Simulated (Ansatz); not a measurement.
Stepwise reaction of `N#[C][GeH]([C]#N)[C]#N` with hydrogen, as a gas-phase model of exchange steps in deposition or etching. ΔE in kJ/mol; ΔG adds harmonic PBE0-D4 terms to CCSD(T)/CBS, at 1 bar.

Isolated molecules relaxed with PBE0-D4/def2-TZVP in Ansatz; ΔE leaves out vibrations. CCSD(T)/CBS adds triple-zeta CCSD(T) − MP2 to the extrapolated MP2 energy (def2 sets, frozen cores). This one scheme is used for every species. DFT in def2-TZVPP. B3LYP here is the variant with VWN-RPA as its local correlation; programs differ in this. For Ge outer-core shells are correlated without core-valence functions, which leaves a few kJ/mol of doubt a bond. Scalar relativity is left out up to krypton.

```csv
step,reaction,PBE-D4,B3LYP-D4,ωB97M-V,CCSD(T)/CBS,ΔG(400 K)
1,`N#[C][GeH]([C]#N)[C]#N` + H₂ → `N#[C][GeH2][C]#N` + `C#N`,-24.8,-27.5,-28.5,-26.8,-26.5
3,`N#[C][GeH3]` + H₂ → GeH₄ + `C#N`,3.5,2.0,3.0,5.0,10.1
```

Task: Give the row of step 2, `N#[C][GeH2][C]#N` + H₂ → `N#[C][GeH3]` + `C#N`. (Best estimate.)

Result: Computed: 
```
step                                         reaction  PBE-D4  B3LYP-D4  ωB97M-V  CCSD(T)/CBS  ΔG(400 K)
   2  `N#[C][GeH2][C]#N` + H₂ → `N#[C][GeH3]` + `C#N`   -12.1     -14.2    -14.1        -12.7      -10.2
```

Task: By hand: ΔE of the 3 steps together at CCSD(T)/CBS.

Result: (-26.8) + (-12.7) + (5.0) = -34.5 kJ/mol, or -11.5 kJ/mol a step.

In ΔE each step is higher than the one before. ΔG lies between -26.5 and 10.1 kJ/mol a step. PBE-D4 differs from CCSD(T)/CBS by -1.5 to 2.0 kJ/mol a step. Isolated molecules leave out the surface, adducts and barriers. Largest T1 diagnostic: 0.014.
